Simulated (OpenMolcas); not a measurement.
Co3+ among 3 point charges of -3 e arranged as a planar triangle (D3h).

* Program: OpenMolcas
* Method: CASSCF
* Basis: ANO-RCC-VTZP [6s5p3d2f1g]
* Scalar Hamiltonian: DKH2, point nucleus
* Active space: 6 electrons in 5 orbitals (3d)
* State averaging: 2S+1 = 5 even, 5 roots; 2S+1 = 3 even, 45 roots; 2S+1 = 1 even, 50 roots
* Spin-orbit coupling: RASSI with atomic mean-field integrals over the reference wave functions

All point charges move together. At R = 1.82 Å the first state of the same spin is 4569 cm-1, and at R = 1.97 Å it is 3349 cm-1.

Problem. A third run gives 2859 cm-1. What distance was it run at?

Solution. With a power law R^-n the two known points give n = -ln(3349 / 4569) / ln(1.97 / 1.82) = 3.92. Then R = 1.82 × (4569 / 2859)^(1/3.92) = 2.051 Å. The run was at 2.06 Å, so the estimate is off by -0.009 Å.

Without dynamic correlation the repulsion within the d shell is too large (B by tens of per cent), so at a given field states of lower spin stand too high. Point charges give a weaker field than real ligands, and real ions of this kind are often low spin; the high spin found here belongs to the model. This is an electrostatic model: the charges have no orbitals. No measured value stands beside these numbers.
